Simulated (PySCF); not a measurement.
Computed IR spectrum (relative IR intensity) of a molecule H₈N₂OSi₂. Coordinates come from a PBE-D3(BJ)/def2-SVP optimisation. One conformer was computed; it need not be the lowest. The numbers are results of PBE-D3(BJ)/def2-SVP (PySCF 2.14.0), not measurements. Frequencies are harmonic and unscaled.

Lines under 2 % of the strongest are left out, and lines within 2 cm⁻¹ are merged.

```json
[
 {"ν (cm⁻¹)": "185", "relative intensity": "19"},
 {"ν (cm⁻¹)": "259", "relative intensity": "6.0"},
 {"ν (cm⁻¹)": "320", "relative intensity": "18"},
 {"ν (cm⁻¹)": "329", "relative intensity": "72"},
 {"ν (cm⁻¹)": "377", "relative intensity": "4.7"},
 {"ν (cm⁻¹)": "534", "relative intensity": "7.2"},
 {"ν (cm⁻¹)": "541", "relative intensity": "3.2"},
 {"ν (cm⁻¹)": "771", "relative intensity": "4.6"},
 {"ν (cm⁻¹)": "832", "relative intensity": "2.4"},
 {"ν (cm⁻¹)": "864", "relative intensity": "25"},
 {"ν (cm⁻¹)": "873", "relative intensity": "100"},
 {"ν (cm⁻¹)": "905", "relative intensity": "43"},
 {"ν (cm⁻¹)": "912", "relative intensity": "33"},
 {"ν (cm⁻¹)": "953", "relative intensity": "35"},
 {"ν (cm⁻¹)": "1005", "relative intensity": "58"},
 {"ν (cm⁻¹)": "1487", "relative intensity": "11"},
 {"ν (cm⁻¹)": "1492", "relative intensity": "3.6"},
 {"ν (cm⁻¹)": "2173", "relative intensity": "56"},
 {"ν (cm⁻¹)": "2199", "relative intensity": "32"},
 {"ν (cm⁻¹)": "2203", "relative intensity": "25"},
 {"ν (cm⁻¹)": "3500", "relative intensity": "7.6"},
 {"ν (cm⁻¹)": "3599", "relative intensity": "10"}
]
```

**Question.** Which structure fits?
A) N[SiH2]O[SiH2]N
B) N[Si](N)(O)[SiH3]
C) N[SiH](N)[SiH2]O
D) N[SiH](N)O[SiH3]

**Answer.** A, N[SiH2]O[SiH2]N
